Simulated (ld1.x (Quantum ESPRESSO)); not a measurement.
**nitrogen (N), RRKJ: configuration errors across variants**

- Element: nitrogen (N)
- Generator: ld1.x (Quantum ESPRESSO) 7.5
- Type: norm-conserving RRKJ (Kleinman–Bylander form)
- Functional: LDA (PZ)
- Relativity: scalar-relativistic
- Frozen core: none
- Valence charge: 7
- Reference configuration: 1s2 2s2 2p1.5 (charge +1.5)
- Partial waves: 2p (bound): rc 2.15 bohr; 1s (bound): rc 0.30 bohr
- Local potential: the s channel
- Core correction: none

Occupied shells without a wave of their own: 2s. They enter only through the test configuration that unscreens the potential.

All-electron excitation energies from the reference (eV): (1) 1s2 2s2 2p2 -12.384; (2) 1s2 2s2 2p1 16.586; (3) 1s2 2s1 2p0 141.224; (4) 1s2 2s1 2p4 -14.912; (5) 1s2 2s2 2p0 63.751; (6) 1s2 2s2 2p1.5 spin -1.087.

Spin tests fill each open shell by Hund’s rule, majority spin first.

For the base: The 2s level has no wave, so the channel is fitted at the deeper level alone: the likely source of the large errors.

Tests that are not counted but printed errors over 1 eV. “base”: 1s2 2s2 2p3 (solver errors, printed error -239 eV); 1s1 2s2 2p3 (solver errors, printed error -222 eV); 1 more. “wave 2p (bound): rc 2.15 bohr becomes 2p (bound): rc 2.20 bohr”: 1s1 2s2 2p3 (solver errors, printed error -221 eV); 1s2 2s2 2p3 (spin-polarised) (solver errors, printed error -192 eV); 1 more. “wave 2p (bound): rc 2.15 bohr becomes 2p (bound): rc 2.52 bohr”: 1s1 2s2 2p3 (solver errors, printed error -215 eV); 1s2 2s1 2p4 (solver errors, printed error -190 eV); 3 more. “wave 2p (bound): rc 2.15 bohr becomes 2p (bound): rc 2.78 bohr”: 1s2 2s2 2p2 (solver errors, printed error -234 eV); 1s1 2s2 2p3 (solver errors, printed error -211 eV); 3 more. “wave 2p (bound): rc 2.15 bohr becomes 2p (bound): rc 3.16 bohr”: 1s2 2s2 2p2 (solver errors, printed error -218 eV); 1s1 2s2 2p3 (solver errors, printed error -205 eV); 3 more.

A true bound ghost makes a file unfit for plane-wave use even where its test errors are small: the radial tests pick states by their node count and pass the ghost by. Where a test does run into it, the solver fails or the error is huge.

The file “base” misses its own reference levels by 0.3 eV. The file “wave 2p (bound): rc 2.15 bohr becomes 2p (bound): rc 1.50 bohr” misses its own reference levels by 0.3 eV. The file “wave 2p (bound): rc 2.15 bohr becomes 2p (bound): rc 2.20 bohr” misses its own reference levels by 0.3 eV. The file “wave 2p (bound): rc 2.15 bohr becomes 2p (bound): rc 2.52 bohr” misses its own reference levels by 0.3 eV. The file “wave 2p (bound): rc 2.15 bohr becomes 2p (bound): rc 2.78 bohr” misses its own reference levels by 0.3 eV. The file “wave 2p (bound): rc 2.15 bohr becomes 2p (bound): rc 3.16 bohr” misses its own reference levels by 0.3 eV.

Errors AE − PS in meV (a dash: test not solved or not reliable):

```tsv
change	(1)	(2)	(3)	(4)	(5)	(6)	bound ghosts
base	+77	+118	+2745	+889	+1230	-8.7	not determined
wave 2p (bound): rc 2.15 bohr becomes 2p (bound): rc 1.50 bohr	+14	+24	+1071	+379	+333	+35	not determined
wave 2p (bound): rc 2.15 bohr becomes 2p (bound): rc 2.20 bohr	+87	+132	+2948	+964	+1338	-15	not determined
wave 2p (bound): rc 2.15 bohr becomes 2p (bound): rc 2.52 bohr	–	+239	+4477	–	+2145	-62	p
wave 2p (bound): rc 2.15 bohr becomes 2p (bound): rc 2.78 bohr	–	+335	+5813	–	+2840	-100	p
wave 2p (bound): rc 2.15 bohr becomes 2p (bound): rc 3.16 bohr	–	+477	+7841	–	+3880	-151	p
```

Problem. Give the same row for: wave 2p (bound): rc 2.15 bohr becomes 2p (bound): rc 1.90 bohr.

Solution. +48, +76, +2062, +656, +865, +13; bound ghosts: not determined. Not counted: 1s1 2s2 2p3 (solver errors, printed error -225 eV).
